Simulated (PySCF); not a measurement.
Compound: C₃H₇FSi₂.
Structure used (PBE0-D3(BJ)/def2-SVP), in Å, numbered top down from 1:
```
atom  x, y, z in Å
C1     2.8681    0.4205    0.4656
C2     1.9439   -0.0726   -0.1539
Si3    0.5212   -0.7929   -1.0668
C4    -1.0176    0.2223   -0.6959
Si5   -1.5030    0.3523    1.0988
F6    -1.6704   -1.1555    1.6951
H7     3.6868    0.8527    1.0135
H8     0.8262   -0.7583   -2.5280
H9     0.3425   -2.2106   -0.6421
H10   -1.8622   -0.2045   -1.2646
H11   -0.8524    1.2447   -1.0808
H12   -0.4593    1.0499    1.8984
H13   -2.8196    1.0360    1.2484
```

Method: PBE0-D3(BJ)/def2-SVP geometry optimisation, gas phase in PySCF.

Masses are those of the commonest isotopes; rigid-rotor values at the optimised geometry. The values belong to one conformer with, in the numbering `[CH:1]#[C:2][SiH2:3][CH2:4][SiH2:5][F:6]`, C2–Si3–C4–Si5 -58°, Si3–C4–Si5–F6 -56°.

**Question.** What are A, B and C (cm⁻¹)?

**Answer.** Ia = 151.63, Ib = 393.92, Ic = 448.98 u·Å²; 505379 MHz·u·Å²/I gives 3333, 1283 and 1126 MHz, that is A = 0.11118, B = 0.04279, C = 0.03755 cm⁻¹.

**Question.** What kind of rotor is it?

**Answer.** An asymmetric top. Ray's parameter κ = (2B − A − C)/(A − C) = -0.857; −1 is the prolate and +1 the oblate limit.

**Question.** What does the inertial defect say?

**Answer.** Not planar: Δ = Ic − Ia − Ib = -96.57 u·Å². For a rigid frame Δ = −2 Σ m c², so Σ m c² = 48.28 u·Å² lies off the ab plane: 9.50 from hydrogen and 38.78 from heavier atoms. The atom farthest from that plane is 1.85 Å away.

**Question.** Give the other two planar moments, Paa and Pbb, and the rms extents of the mass along the axes.

**Answer.** Paa = Σ m a² = (Ib + Ic − Ia)/2 = 345.63 and Pbb = Σ m b² = (Ia + Ic − Ib)/2 = 103.34 u·Å². With the mass M = 118.01 u, the rms extents √(P/M) along a, b and c are 1.71, 0.94, 0.64 Å.

**Question.** Where do the levels up to J = 4 lie, in K?

**Answer.** Above 0(0,0), as E/k:
J = 1: 1(0,1) 0.116, 1(1,1) 0.214, 1(1,0) 0.222
J = 2: 2(0,2) 0.346, 2(1,2) 0.438, 2(1,1) 0.460, 2(2,1) 0.755, 2(2,0) 0.756
J = 3: 3(0,3) 0.691, 3(1,3) 0.773, 3(1,2) 0.818, 3(2,2) 1.102, 3(2,1) 1.104, 3(3,1) 1.613, 3(3,0) 1.613
J = 4: 4(0,4) 1.150, 4(1,4) 1.219, 4(1,3) 1.295, 4(2,3) 1.564, 4(2,2) 1.570, 4(3,2) 2.076, 4(3,1) 2.077, 4(4,1) 2.791, 4(4,0) 2.791
Those of J = 1 are B + C, A + C and A + B.

**Question.** Which lines would a microwave search look for?

**Answer.** The dipole components are |μa| = 0.57 D, |μb| = 0.23 D, |μc| = 1.82 D. Intensities carry the squares of the components, which stand as 0.10 : 0.02 : 1.00 (a : b : c). Some of the stronger lines:

```json
{"type": "c", "branch": "Q", "J(Ka,Kc)": "2(1,2) ← 2(0,2)", "MHz": "1901", "lower level (cm⁻¹)": "0.241"}
{"type": "c", "branch": "Q", "J(Ka,Kc)": "1(1,1) ← 1(0,1)", "MHz": "2050", "lower level (cm⁻¹)": "0.080"}
{"type": "a", "branch": "R", "J(Ka,Kc)": "1(0,1) ← 0(0,0)", "MHz": "2409", "lower level (cm⁻¹)": "0.000"}
{"type": "b", "branch": "R", "J(Ka,Kc)": "2(0,2) ← 1(1,1)", "MHz": "2758", "lower level (cm⁻¹)": "0.149"}
{"type": "c", "branch": "R", "J(Ka,Kc)": "1(1,0) ← 0(0,0)", "MHz": "4616", "lower level (cm⁻¹)": "0.000"}
{"type": "c", "branch": "Q", "J(Ka,Kc)": "2(2,1) ← 2(1,1)", "MHz": "6150", "lower level (cm⁻¹)": "0.320"}
{"type": "b", "branch": "Q", "J(Ka,Kc)": "2(2,0) ← 2(1,1)", "MHz": "6159", "lower level (cm⁻¹)": "0.320"}
{"type": "c", "branch": "R", "J(Ka,Kc)": "2(1,1) ← 1(0,1)", "MHz": "7182", "lower level (cm⁻¹)": "0.080"}
{"type": "c", "branch": "R", "J(Ka,Kc)": "2(2,0) ← 1(1,0)", "MHz": "11134", "lower level (cm⁻¹)": "0.154"}
{"type": "c", "branch": "R", "J(Ka,Kc)": "2(2,1) ← 1(1,1)", "MHz": "11282", "lower level (cm⁻¹)": "0.149"}
```

Not checked by PBE0-D3(BJ)/def2-SVP frequencies. Constants of a rigid frame at the computed geometry: no zero-point averaging, no centrifugal distortion.
